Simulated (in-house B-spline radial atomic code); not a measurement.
A radial electron density 4πr²n(r) was computed for an atom or ion in its tabulated ground configuration with an all-electron radial atomic-structure program (B-spline basis); method: non-relativistic Hartree-Fock, average of configuration. Columns: r (bohr), 4πr²n(r) (electrons per bohr), bar.

```
 0.00154   0.9289 #
 0.00179    1.232 #
 0.00207    1.614 ##
 0.00241    2.133 ##
  0.0028    2.797 ###
 0.00325    3.645 ####
 0.00377     4.72 #####
 0.00438    6.089 ######
 0.00509    7.802 ########
 0.00591    9.899 ##########
 0.00686    12.43 #############
 0.00796    15.43 ################
 0.00925    18.94 ###################
  0.0107    22.76 #######################
  0.0125    27.19 ###########################
  0.0145    31.56 ################################
  0.0168    35.76 ####################################
  0.0195    39.49 ########################################
  0.0227    42.31 ###########################################
  0.0263    43.69 ############################################
  0.0306    43.38 ############################################
  0.0355     41.3 ##########################################
  0.0412    37.73 ######################################
  0.0479    33.28 ##################################
  0.0556    29.08 #############################
  0.0645    26.15 ##########################
  0.0749    25.26 #########################
   0.087    26.51 ###########################
   0.101    29.07 #############################
   0.117    31.37 ################################
   0.136     31.8 ################################
   0.158     29.2 #############################
   0.184    23.61 ########################
   0.213    16.73 #################
   0.248    9.894 ##########
   0.288    4.879 #####
   0.334    1.954 ##
   0.388   0.6032 #
    0.45   0.1417 
   0.523  0.02333 
   0.607 0.002656
```

Task: Which atom or ion is it?
A. Br30+
B. Kr30+
C. Sr30+
D. Rb30+

Result: D. The area under the curve, ∫4πr²n dr = ∫r·4πr²n d(ln r) on this logarithmic grid, is 7 electrons, which only this option has. The configuration is [He] 2s2 2p3.
